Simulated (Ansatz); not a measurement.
`CNBBr` → `BBr` + `C=N` at 500 K and 1 bar (β-hydride elimination).

Isolated molecules relaxed with PBE0-D4/def2-TZVP in Ansatz; ΔE leaves out vibrations. CCSD(T)/CBS adds triple-zeta CCSD(T) − MP2 to the extrapolated MP2 energy (def2 sets, frozen cores). This one scheme is used for every species. For Br outer-core shells are correlated without core-valence functions, which leaves a few kJ/mol of doubt a bond. Scalar relativity is left out up to krypton. One conformer a species, not always the lowest.

```tsv
species	CCSD(T)/CBS energy (Eh)	H − E (kJ/mol)	S (J/(mol·K))
`CNBBr`	-2693.95268	217.7	362.4
`BBr`	-2599.32470	74.3	270.3
`C=N`	-94.52360	124.2	249.5
```

H − E and S are ideal-gas, rigid-rotor, harmonic terms from PBE0-D4/def2-TZVP, for one conformer and one mirror image of each species. 1 Eh = 2625.50 kJ/mol, R = 8.31446 J/(mol·K).

Question: By hand: ΔE, ΔH, ΔS and ΔG.

Answer: ΔE = (-2599.32470) + (-94.52360) − (-2693.95268) = 0.10438 Eh = 274.0 kJ/mol. Δ(H − E) = 74.3 + 124.2 − 217.7 = -19.2, so ΔH = 254.8 kJ/mol. ΔS = 270.3 + 249.5 − 362.4 = 157.4 J/(mol·K). ΔG = 254.8 − 500 × (157.4)/1000 = 176.1 kJ/mol.

Question: By hand: the equilibrium constant, and the temperature at which ΔG would vanish if ΔH and ΔS stayed fixed.

Answer: log₁₀ K = −ΔG/(RT ln 10) = -18.4. ΔG = 0 at ΔH/ΔS = 1619 K.

The number of gas molecules changes by +1, which sets the sign of ΔS. A doubt of 5 kJ/mol in ΔE shifts log₁₀ K by 0.5 here. Other conformers and mirror images would add mixing entropy, several J/(mol·K) or more a flexible species. These are equilibria of isolated gas molecules and say nothing of rates. Largest T1 diagnostic: 0.012 (customary marks: 0.02 for closed shells, 0.045 for open ones).
